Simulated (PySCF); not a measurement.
## Basis and Hamiltonian dependence of the excitation energy of Sn⁺

Sn⁺ [Kr] 4d10 5s2 5p1 (2P) → Sn⁺ [Kr] 4d10 5s1 5p2, s spin flipped. All values are computed (PySCF 2.14, energy differences of UHF-based or UKS calculations, no spin-orbit coupling). Values in eV.

```
                                                                      basis    Hamiltonian  functions    UHF    LDA   PBE0  MP2 (valence)
                                                               x2c-TZVPPall  spin-free X2C         60  8.333  7.688  7.795          7.857
aug-cc-pVTZ-PP with one added diffuse shell each of d, f type with ECP28MDF            ECP         67  8.313  7.760  7.829          7.815
                                               aug-cc-pVQZ-PP with ECP28MDF            ECP         92  8.314  7.760  7.830          7.809
                                                            aug-cc-pVQZ-DK3  spin-free X2C        102  8.308  7.660  7.764          7.809
                                                               x2c-QZVPPall  spin-free X2C        112  8.309  7.666  7.770          7.812
```

Frozen in the all-electron rows: valence: [Kr] 4d10; with a core potential, the same shells as far as they lie outside it.

In the upper determinant the s electron has its spin opposite to the other open shell, which mixes two multiplicities.
